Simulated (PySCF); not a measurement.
Gas-phase reaction: ZrOCl2 + 2 Cl2 + 2 OH ⇌ ZrCl4.H2O + 2 ClO. Level: M06-2X/def2-TZVP†; standard pressure 1 bar.

Computed with PySCF and rigid-rotor harmonic-oscillator thermochemistry at 1 bar. † marks an energy on the PBE0/def2-TZVP geometry and frequencies. Open shells (unrestricted): OH (multiplicity 2, electronic degeneracy 4), ClO (multiplicity 2, electronic degeneracy 4); the rest are closed-shell singlets. Spin-orbit splitting is ignored; it lowers the true energy and changes the entropy of OH, ClO. Zr: scalar-relativistic def2 core potential, no spin-orbit coupling. Adducts (ZrCl4.H2O) have no counterpoise correction, and HF, PBE, BLYP, B3LYP and PBE0 lack dispersion. ZrOCl2, ZrCl4.H2O: computed as isolated molecules; such fragments, hydroxides, amides, oligomers or adducts are transient or little studied in the gas. The harmonic model lacks anharmonicity and excited electronic states, which grow with temperature; levels with a mode under 35 cm⁻¹ are left out. Soft modes under 120 cm⁻¹ make the harmonic entropy rough for ZrOCl2, ZrCl4.H2O.

```csv
T (K),1000/T (1/K),log10 K
500,2.0000,32.89
600,1.6667,25.21
800,1.2500,15.68
1000,1.0000,10.00
1200,0.8333,6.26
1400,0.7143,?
```

### Question
Fit log10 K = a + b·(1000/T) to the five rows, get the mean ΔH° and ΔS°, and predict log10 K at 1400 K.

### Answer
Means: 1000/T = 1.3500, log10 K = 18.008. Sums of products about the means: Sxy = 21.05997, Sxx = 0.922278, so b = Sxy/Sxx = 22.83 and a = 18.008 − (22.83)×1.3500 = -12.81.
ΔH° = −R ln 10 × 1000 K × b = −19.145 × (22.83) = -437 kJ; ΔS° = R ln 10 × a = -245 J/K. The run's own values go from -441 kJ and -253 J/K at 500 K to -424 kJ and -234 J/K at 1400 K.
Prediction at 1400 K: -12.81 + (22.83)×0.7143 = 3.50. The computed value is 3.61, 0.11 from the line.
For scale, ΔH°(298 K) is -444 kJ at this level, -442 kJ at ωB97M-V/def2-TZVP†, and runs from -710 to -419 kJ over the 13 levels computed.
